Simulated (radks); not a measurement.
Results of a calculation; reference values are marked as such.
Dipole-allowed excitations along the series with 79 electrons in [Xe] 4f14 5d10 6s1. Code: a radial shooting solver on a logarithmic mesh with Libxc functionals. Model: scalar-relativistic Kohn-Sham, LB94 model potential, spin-polarised, spherical densities, finite nucleus; open shells are filled with parallel spins first (spin-orbit coupling, left out, can overturn this in heavy ions); Fermi nuclear charge, rms radius of each element as measured or else 0.836 A^(1/3) + 0.57 fm. Time-dependent linear response with the Hartree and adiabatic LDA kernel, continuum included through the Sternheimer equations, no spin-orbit coupling, so fine structure and intercombination lines are absent. Lines are the poles of the dipole polarisability below minus the highest occupied eigenvalue, found on a grid refined at the orbital gaps; the lowest seven at most are given, and weak or close lines can be missed. The first line takes the name of the lowest orbital gap if no other gap lies below it; otherwise a line is named after a gap within 0.6 % of it, if that gap stands alone.

species  -e(HOMO) (eV)  lowest orbital gap (eV)  first line (eV)      f  strongest line (eV)  its f  static alpha (bohr^3)
Tl2+            32.625             6s-6p 10.083   10.465 (6s-6p)  0.676  19.044 (unassigned)   1.07                  10.82
Bi4+            59.777             6s-6p 14.152   14.715 (6s-6p)  0.773  52.193 (unassigned)   1.46                  5.890

Estimate the first line of Pb3+, its oscillator strength and the static polarisability.

Answer. 12.582 eV (6s-6p), f = 0.732, alpha = 7.791 bohr^3.
